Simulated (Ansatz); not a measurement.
The same ligand exchange along the group F, Cl, Br.

Computed with Ansatz on PBE0-D4/def2-TZVP structures; ΔE is electronic, products minus reactants. CCSD(T)/CBS adds triple-zeta CCSD(T) − MP2 to the extrapolated MP2 energy (def2 sets, frozen cores). This one scheme is used for every species. Double bonds are as drawn, so ΔE can hold a change between cis and trans. For Br outer-core shells are correlated without core-valence functions, which leaves a few kJ/mol of doubt a bond. Scalar relativity is left out up to krypton. One conformer a species, not always the lowest.

(1) Order these by ΔE at CCSD(T)/CBS, lowest first. (Best estimate.)
A. `FC(F)[SiH3]` + `N=C1C[SiH2]1` → `[SiH3]/N=C1\C[SiH2]1` + difluoromethane
B. `[SiH3]C(Br)Br` + `N=C1C[SiH2]1` → `[SiH3]/N=C1\C[SiH2]1` + `BrCBr`
C. `[SiH3]C(Cl)Cl` + `N=C1C[SiH2]1` → `[SiH3]/N=C1\C[SiH2]1` + `ClCCl`

Largest T1 diagnostic: 0.014, for `[SiH3]/N=C1\C[SiH2]1`.

## Answers

(1) A (-68.6 kJ/mol), C (-43.0 kJ/mol), B (-34.7 kJ/mol).
